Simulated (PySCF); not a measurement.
A GIAO shielding run with PySCF 2.14 (density fitting, non-relativistic, gas phase) on SMILES [SiH3]c1nnsc1[SiH3], C₂H₆N₂SSi₂:

```
$ OMP_NUM_THREADS=1 python probes_run.py task.json out

{"job": {"kind": "nmr", "xc": "PBE0", "basis": "pcSseg-1"}, "charge": 0, "multiplicity": 1}
Si    -0.890793    -1.833872    -0.210185
C     -0.935737     0.029782     0.034710
N     -2.139580     0.622969     0.154487
N     -2.124758     1.865302     0.316549
S     -0.586066     2.493270     0.345530
C      0.105855     0.935162     0.117305
Si     1.965099     0.716603     0.023739
H     -2.270503    -2.304711    -0.224944
H     -0.212811    -2.117646    -1.478660
H     -0.132640    -2.427845     0.895103
H      2.227086    -0.706659    -0.176187
H      2.536207     1.204494     1.280770
H      2.454251     1.523637    -1.095946
```

Hardware: 1 thread of an Arm Neoverse V1, shared host. The job also computes population analyses, field gradients, ring-centre shieldings.

**Question.** How large is the calculation?

**Answer.** 76 electrons, 170 basis functions and 945 auxiliary functions.

**Question.** How long does it take, and how much memory does it need?

**Answer.** 21 s of wall time, with 14 SCF cycles and 5 response iterations; peak memory 0.76 GiB. Times on a shared host scatter by some tens of per cent.
